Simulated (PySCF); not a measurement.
# Silicon: a sound run and one with changed settings

Sound run: Si+ [Ne] 3s2 3p1, Si(2+) [Ne] 3s2. Calculation: PySCF 2.14, in def2-SVP; no relativity, point nucleus. In the sound run the correlated levels freeze [Ne]. The sound run starts from symmetry-adapted Hartree-Fock orbitals and uses a fine grid where one is needed.

Changed run: basis STO-3G. This setting is unsound on purpose.

```csv
species,method,sound run (hartree),changed run (hartree),converged
Si+,UHF,-288.47217,-285.32969,yes
Si+,BP86,-288.99471,-285.77344,yes
Si+,M06-L,-288.96346,-285.75729,yes
Si+,MP2,-288.50739,-285.34477,yes
Si+,CCSD(T),-288.52584,-285.35653,yes
Si(2+),UHF,-287.89144,-284.79851,yes
Si(2+),BP86,-288.38887,-285.20643,yes
Si(2+),M06-L,-288.36928,-285.19439,yes
Si(2+),MP2,-287.92077,-284.82189,yes
Si(2+),CCSD(T),-287.93504,-284.83875,yes
```

Ionisation energy of Si+:

```csv
method,sound run (eV),changed run (eV)
UHF,15.803,14.454
BP86,16.486,15.429
M06-L,16.168,15.317
MP2,15.963,14.228
SCS-MP2,15.944,14.183
CCSD,16.058,14.089
CCSD(T),16.076,14.089
```

A minimal basis cannot let orbitals breathe on ionisation and holds almost no correlation.

For comparison, NIST gives 16.346 eV between the lowest levels.
